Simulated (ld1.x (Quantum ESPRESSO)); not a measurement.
Ti: one change to a PAW potential, before and after

titanium, PAW, made with ld1.x (Quantum ESPRESSO) 7.5 (PBEsol, scalar-relativistic). Core [Ne], reference 3s2 3p6 3d2.5 4s1.5 4p0. Waves: 3s (bound): rcut 1.35, rcutus 1.70 bohr; 4s (bound): rcut 1.35, rcutus 1.70 bohr; 3p (bound): rcut 1.50, rcutus 1.70 bohr; 4p (bound, empty): rcut 1.50, rcutus 1.70 bohr; 3d (bound): rcut 1.70, rcutus 2.10 bohr; 3d channel at 4.3 Ry: rcut 1.70, rcutus 2.10 bohr. Local part: all-electron potential smoothed inside 1.55 bohr (lloc = -1). Core correction: Bessel-smoothed model core, default radius (core density twice the valence density). Augmentation charge: BESSEL, radius 1.20 bohr.

Change: waves 3s (bound): rcut 1.35, rcutus 1.64 bohr; 4s (bound): rcut 1.35, rcutus 1.64 bohr.

Cutoffs: the cutoffs (Ry, on a coarse ladder) from which the occupation-weighted sum of valence levels, in a spherical-Bessel basis at the reference potential, stays within 10 and 1 mRy of its value at 400 Ry; they do not see the model core or the augmentation charge, which bear on the density cutoff. Errors are all-electron minus pseudo energies relative to the spin-unpolarised reference configuration.

Q: What does the change do?

A: The potential gets neither clearly harder nor softer (30 Ry and 50 Ry → 30 Ry and 50 Ry); the p channel sets the loose cutoff, while the largest relative change is in s, which becomes softer; the errors of the 7 common tests hardly move; neither file shows a bound ghost.

| quantity | base | changed |
| --- | --- | --- |
| cutoff, loose | 30 Ry | 30 Ry |
| cutoff, tight | 50 Ry | 50 Ry |
| loose cutoff by channel (10 mRy a level) | s 21 Ry, p 21 Ry, d 21 Ry | s 18 Ry, p 21 Ry, d 21 Ry |
| bound ghosts | none | none |
| error for 3s2 3p6 3d2 4s2 4p0, meV [ΔE -0.35 eV] | +1.5 | +1.4 |
| error for 3s2 3p6 3d2 4s1 4p0, meV [ΔE 7.01 eV] | +1.3 | +1.3 |
| error for 3s2 3p6 3d2 4s0 4p0, meV [ΔE 20.48 eV] | +1.6 | +1.6 |
| error for 3s2 3p6 3d2 4s1 4p1, meV [ΔE 2.74 eV] | +2.8 | +2.7 |
| error for 3s2 3p6 3d1 4s2 4p0, meV [ΔE 9.41 eV] | +11 | +11 |
| error for 3s1 3p6 3d2 4s2 4p0, meV [ΔE 69.12 eV] | -11 | -11 |
| error for 3s2 3p6 3d3 4s1 4p0, meV [ΔE 0.75 eV] | -0.2 | -0.2 |
| s: phases at 2.29 bohr within 0.05 rad from the reference energy up to (Ry; the scan ends near 5) | to the end of the scan | to the end of the scan |
| p: phases at 2.29 bohr within 0.05 rad from the reference energy up to (Ry; the scan ends near 5) | 1.2 | 1.2 |
| d: phases at 2.29 bohr within 0.05 rad from the reference energy up to (Ry; the scan ends near 5) | to the end of the scan | to the end of the scan |
| lowest overlap eigenvalue by channel | s 0.04, p 0.10, d 0.82 | s 0.05, p 0.10, d 0.82 |
